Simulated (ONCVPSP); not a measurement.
# Varying the ONCV potential for promethium

Base potential:

ONCVPSP 4.0.1 input, shortened (lines: element, Z, core and valence counts, functional; n l f; lmax; l rc ep ncon nbas qcut; lloc lpopt rc5 dvloc0; l nproj debl; icmod fcfact rcfact), PBE, scalar-relativistic:

```
  Pm 61.00    9    4        4      upf
    1    0    2.00
    2    0    2.00
    2    1    6.00
    3    0    2.00
    3    1    6.00
    3    2   10.00
    4    0    2.00
    4    1    6.00
    4    2   10.00
    4    3    5.00
    5    0    2.00
    5    1    6.00
    6    0    2.00
    3
    0    2.20    0.00    3    6    4.70
    1    2.25    0.00    4    8    6.80
    2    2.40    0.02    4    8    3.90
    3    0.90    0.00    3    7   21.50
    4    5    0.80    1.00
    0    2    2.50
    1    3    1.70
    2    2    1.20
    3    3    3.20
    1    0.25    0.00
```

In the d channel the program set the typed energies aside and used 0.050, 1.250 Ha.

Cutoffs, loose and tight: the cutoffs (Ha) at which the residual kinetic energy of the hardest occupied pseudo-wave falls to 1 and 0.1 mHa per electron. They do not see the model core or the augmentation charge, which bear on the density cutoff. Test errors are all-electron minus pseudo excitation energies from the reference, over the configurations 4f5 5s2 5p6 6s1; 4f5 5s2 5p6 6s0; 4f4 5s2 5p6 6s0; 4f4 5s2 5p6 6s2. A dash means not determined; rows that change the core or the reference have their own tests.

1 further variants are left out, since the program set their typed debl aside.

A true bound ghost makes a file unfit for plane-wave use even where its test errors are small: the radial tests pick states by their node count and pass the ghost by.

| change | outcome | cutoff, loose | cutoff, tight | bound ghosts | GHOST(+) flags above zero | largest test error (meV) |
| --- | --- | --- | --- | --- | --- | --- |
| base | generated, projector energies reset by the program | 159 Ha | 185 Ha | s, p | d | tests left out (the all-electron energies of this program are off by 10 to 40 meV for near-neutral 4f atoms) |
| s: rc 1.78 | generated, projector energies reset by the program | 159 Ha | 185 Ha | s, p | d | tests left out (the all-electron energies of this program are off by 10 to 40 meV for near-neutral 4f atoms) |
| s: nbas 8 | generated, projector energies reset by the program | 159 Ha | 185 Ha | s, p | d | tests left out (the all-electron energies of this program are off by 10 to 40 meV for near-neutral 4f atoms) |
| core correction none | generated, projector energies reset by the program | 159 Ha | 185 Ha | s, p | d | tests left out (the all-electron energies of this program are off by 10 to 40 meV for near-neutral 4f atoms) |

Question: What comes out with this change to the base: s: qcut 6.7; p: qcut 9.6; d: qcut 5.5; f: qcut 30.5?

Answer: outcome: failed: ERROR pspot: first pseudo wave function has node, program will stop. Cause: the optimised pseudo-wave of the first projector has a node, so the radial equation cannot be inverted for a potential.

Question: What comes out with this change to the base: all radii but the core radius scaled by about 0.82 (s 1.80, p 1.84, d 1.96, f 0.74 bohr); local potential polynomial inside 0.66 bohr (lpopt 5, dvloc0 1 Ha)?

Answer: outcome: generated, projector energies reset by the program; cutoff, loose: 188 Ha; cutoff, tight: 222 Ha; bound ghosts: s, p; GHOST(+) flags above zero: s; largest test error (meV): tests left out (the all-electron energies of this program are off by 10 to 40 meV for near-neutral 4f atoms).
